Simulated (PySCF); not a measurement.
Vertical excitations of a molecule C4H3NOS from PySCF with TDA-CAM-B3LYP/def2-SVPD, as energy in eV (oscillator strength): 3.79 (0.000), 4.89 (0.001), 4.96 (0.227), 5.94 (0.134), 6.59 (0.000), 7.08 (0.001), 7.29 (0.003), 7.34 (0.001), 7.40 (0.002), 7.42 (0.181). Lowest triplet (TDA): 3.19 eV. Geometry: PBE0-D3(BJ)/def2-SVP. One conformer was computed; it need not be the lowest.

Question: Which structure fits?
A. O=Cc1cscn1
B. O=Cc1nccs1
C. O=Cc1cncs1

Answer: B, O=Cc1nccs1
